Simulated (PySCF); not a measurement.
dibromo(fluoro)methane (CHBr2F), SMILES FC(Br)Br. Geometry optimised at PBE0-D3(BJ)/def2-SVP.

Computed with PBE0-D3(BJ)/def2-SVP in PySCF.

Harmonic wavenumbers (cm⁻¹): 172, 302, 367, 634, 715, 1174, 1186, 1325, 3172. Rotational constants (GHz): 5.532, 1.219, 1.020; symmetry number 1.

Work out the zero-point energy and the ideal-gas rigid-rotor harmonic-oscillator thermochemistry at 298.15 K and 1 atm.

ZPE = ½ Σ hcν = ½ × 9048 cm⁻¹ = 54.12 kJ/mol. H − E(el) = 68.40 kJ/mol. Entropy in J/(mol K): translation 174.30, rotation 118.15, vibration 23.86, total 316.31. G − E(el) = -25.91 kJ/mol. Cp = 64.30 J/(mol K).
